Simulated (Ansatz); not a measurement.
Cost and result for the atomization energy of `N[SiH](F)[Si](N)(Cl)Cl` (12 atoms, 11 bonds).

```xyz
12

N    -1.673    1.504    0.519
Si   -1.216    0.077   -0.263
F    -1.132    0.174   -1.870
Si    0.967   -0.424    0.402
N     1.750   -1.365   -0.767
Cl    1.042   -1.460    2.171
Cl    1.891    1.398    0.790
H    -2.629    1.793    0.633
H    -1.016    2.246    0.698
H    -2.229   -0.965    0.020
H     2.631   -1.819   -0.589
H     1.614   -1.158   -1.745
```

Charge 0, multiplicity 1. All single points use the PBE0-D4/def2-TZVP geometry. It is one conformer, not always the lowest. Program: Ansatz. All runs use 2 threads of an AMD EPYC 7R13 on a shared host and a share of an NVIDIA H100 80 GB. Times are those of one run each, without the atoms' runs, and a repeat can differ threefold. Electronic energies, without spin–orbit coupling; frozen cores. CCSD(T)/CBS adds CCSD(T) − MP2 in def2-TZVPP to the MP2 limit, and its time is that of the two runs behind it. T1 = 0.011. B3LYP takes the VWN-RPA correlation (the form of Gaussian; ORCA's B3LYP/G).

CCSD(T)/CBS is a level of theory with its own doubt, some kJ/mol a heavy atom from the limit and from the frozen cores, so smaller differences don't rank the functionals.

```json
{"level": "PBE0-D4/def2-TZVPP", "functions": "331", "wall time": "2.9 s", "atomization (kJ/mol)": "4260.7", "difference from CCSD(T)/CBS": "-29.0", "per bond": "-2.6"}
{"level": "B3LYP-D4/def2-TZVPP (with forces)", "functions": "331", "wall time": "4.4 s", "atomization (kJ/mol)": "4265.5", "difference from CCSD(T)/CBS": "-24.2", "per bond": "-2.2"}
{"level": "PBE-D4/def2-TZVPP (with forces)", "functions": "331", "wall time": "4.8 s", "atomization (kJ/mol)": "4344.6", "difference from CCSD(T)/CBS": "54.9", "per bond": "5.0"}
{"level": "ωB97X-V/def2-TZVPP", "functions": "331", "wall time": "5.5 s", "atomization (kJ/mol)": "4312.4", "difference from CCSD(T)/CBS": "22.7", "per bond": "2.1"}
{"level": "MP2/def2-QZVPP", "functions": "601", "wall time": "6 s", "atomization (kJ/mol)": "4332.5", "difference from CCSD(T)/CBS": "42.8", "per bond": "3.9"}
{"level": "r2SCAN-D4/def2-TZVPP (with forces)", "functions": "331", "wall time": "7 s", "atomization (kJ/mol)": "4274.3", "difference from CCSD(T)/CBS": "-15.4", "per bond": "-1.4"}
{"level": "ωB97M-V/def2-TZVPP (with forces)", "functions": "331", "wall time": "7.5 s", "atomization (kJ/mol)": "4304.1", "difference from CCSD(T)/CBS": "14.4", "per bond": "1.3"}
{"level": "B2PLYP/def2-TZVPP", "functions": "331", "wall time": "7.5 s", "atomization (kJ/mol)": "4209.9", "difference from CCSD(T)/CBS": "-79.8", "per bond": "-7.3"}
{"level": "CCSD(T)/def2-TZVPP", "functions": "331", "wall time": "9 s", "atomization (kJ/mol)": "4126.4", "difference from CCSD(T)/CBS": "-163.3", "per bond": "-14.8"}
{"level": "CCSD(T)/CBS(def2)", "functions": "–", "wall time": "15 s", "atomization (kJ/mol)": "4289.7", "difference from CCSD(T)/CBS": "0.0", "per bond": "0.0"}
```

The D4 term adds +65.4 kJ/mol with B3LYP and +34.9 kJ/mol with PBE0; it sums over pairs of atoms, weighted by their polarisabilities, and B3LYP, whose exchange is more repulsive, gets the larger term. From PBE to PBE0 (25 % exact exchange), in def2-TZVPP and without D4, the atomization energy moves by −78.5 kJ/mol: exact exchange takes away binding that semilocal exchange gives to molecules. In def2-TZVPP, CCSD(T) changes the Hartree–Fock value by +1120.3 kJ/mol (the triples alone add +73.4 kJ/mol) and MP2 by +1228.3 kJ/mol; breaking electron pairs costs correlation energy, which Hartree–Fock lacks.
